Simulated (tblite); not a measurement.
Compound: C₄H₉Si₂ (doublet state).
SMILES with atom numbers: `[H]/[C:1]=[CH:2]/[C:3]([SiH3:4])=[CH:5]/[SiH3:6]` (hydrogens: H7 on C1; H8 on C2; H9, H10, H11 on Si4; H12 on C5; H13, H14, H15 on Si6)

The geometry is computed with GFN2-xTB (gas phase). This method treats the open shell by occupation alone, without spin polarisation.

(1) Give the optimised bond lengths and angles.

Results:

(1) 
```csv
bond,length (Å)
C1=C2,1.299
C2–C3,1.462
C3–Si4,1.892
C3=C5,1.338
C5–Si6,1.878
C1–H7,1.065
C2–H8,1.096
"Si4–H9, Si4–H10, Si4–H11",1.465
C5–H12,1.089
"Si6–H13, Si6–H14, Si6–H15",1.466
```

Bonds in one row agree within 0.01 Å and their mean is given. A selection of angles:
```csv
angle,degrees
C2–C1–H7,140.2
C1–C2–C3,120.7
C1–C2–H8,123.0
C3–C2–H8,116.3
C2–C3–Si4,110.1
C2–C3–C5,121.4
Si4–C3–C5,128.5
C3–Si4–H9,108.5
C3–Si4–H11,108.4
H9–Si4–H10,109.4
H9–Si4–H11,110.9
C3–C5–Si6,127.4
C3–C5–H12,117.4
Si6–C5–H12,115.2
C5–Si6–H13,107.2
C5–Si6–H14,110.8
H13–Si6–H14,108.9
```

Dihedral angles: C1–C2–C3–Si4 -1° (synperiplanar); C2–C3–C5–Si6 -179° (antiperiplanar). The mirror-image conformer, all signs reversed, is as good.

Si6 (silicon bonded to C and 3 H) is tetrahedral (angles from 107.2° to 110.8°). C5 (carbon bonded to C, Si and H) is planar (angles 127.4°, 117.4° and 115.2°, sum 360.0°, 0.00 Å off the plane of its three neighbours). Of the pairs four or more bonds apart, Si6···H10 is among the closest relative to their van der Waals radii: 3.15 Å, 95 % of the sum of Bondi's values. Si4 (silicon bonded to C and 3 H) is tetrahedral (angles from 108.4° to 110.9°). The 6 heavy atoms lie in one plane (0.013 Å rms). C2 (carbon bonded to 2 C and H) is planar (angles 123.0°, 120.7° and 116.3°, sum 360.0°, 0.00 Å off the plane of its three neighbours). C3 (carbon bonded to 2 C and Si) is planar (angles 128.5°, 121.4° and 110.1°, sum 360.0°, 0.00 Å off the plane of its three neighbours).

Point group: near Cs, missed by 0.16 Å at most; the miss may be what the optimiser left on a soft mode. Its GFN2-xTB frequencies are all real (lowest 78 cm⁻¹).

Time: 0.54 s. Hardware: Arm Neoverse V1, one thread, no GPU, shared host with 32 logical CPUs at a one-minute load of 8.8. These figures are those of the optimisation.
